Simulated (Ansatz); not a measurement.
Gas-phase electronic energies from Ansatz, PBE0-D4/def2-TZVP geometries. CCSD(T)/CBS is the MP2 limit (def2-TZVPP, def2-QZVPP) plus CCSD(T) − MP2 in def2-TZVPP, frozen cores. This one scheme is used for every species. Functionals use def2-TZVPP. Triplets are unrestricted, without spin–orbit coupling. Each species was taken in one conformer, which may not be the lowest.

Consider the formal loss of a carbene: `COB(C)F` → `[CH2]` (triplet) + `CB(O)F`.

```json
{"level": "r2SCANh-D4", "ΔE (eV)": "3.65"}
{"level": "ωB97X-V", "ΔE (eV)": "4.04"}
{"level": "PBE0", "ΔE (eV)": "3.81"}
{"level": "LC-ωPBE", "ΔE (eV)": "3.78"}
{"level": "MP2/def2-SVP", "ΔE (eV)": "3.76"}
{"level": "MP2/def2-TZVPP", "ΔE (eV)": "3.86"}
{"level": "CCSD/def2-TZVPP", "ΔE (eV)": "3.67"}
{"level": "CCSD(T)/def2-TZVPP", "ΔE (eV)": "3.78"}
```

**Question.** What does CCSD(T)/CBS give? (Best estimate.)

**Answer.** Ansatz gave: +3.88 eV. The listed levels differ from it by -0.23, 0.16, -0.07, -0.10, -0.12, -0.02, -0.21, -0.10 eV.

Largest T1 diagnostic among the species: 0.012.

At CCSD(T), def2-SVP lies −0.15 eV from the extrapolated value and def2-TZVPP −0.10 eV. From PBE to PBE0 (25 % exact exchange), in def2-TZVPP and without D4, ΔE moves by −0.09 eV. The D4 term adds +0.10 eV with B3LYP and +0.05 eV with PBE0; it sums over pairs of atoms, weighted by their polarisabilities, and B3LYP, whose exchange is more repulsive, gets the larger term.

B3LYP here is the variant with VWN-RPA as its local correlation; programs differ in this.
